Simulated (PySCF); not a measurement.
## Dipole response of Tc²⁺ (technetium, charge +2)

[Kr] 4d5, high-spin 6S determinant. All numbers are calculated (PySCF 2.14, a scalar-relativistic core potential, in aug-cc-pwCVTZ-PP with ECP28MDF). Coupled (time-dependent) response in atomic units; α is the mean over directions.

```csv
method,mean α (bohr³),C₆ (like pair),S(−4)
PBE0,8.888,47.55,25.88
M06-L,8.683,46.76,23.41
```

S(−4) is the Cauchy moment in α(ω) = α(0) + S(−4) ω² + …

α(iu) at M06-L:

```csv
u (hartree),α(iu) (bohr³)
0,8.683
0.0500,8.625
0.100,8.459
0.200,7.894
0.300,7.188
0.500,5.844
0.750,4.567
1.00,3.652
1.50,2.464
2.00,1.751
3.00,0.9879
5.00,0.4244
```

A single London oscillator, α(iu) = α/(1 + u²/ω²), gives C₆ = (3/4) ω α². Matching the computed C₆ needs ω = 4 × 46.76 / (3 × 8.683²) = 0.827 hartree.

For an ion, C₆ is the dispersion term alone; charge-induced terms of lower order in 1/R come first.

Energies and moments cover only the electrons outside the core potential.
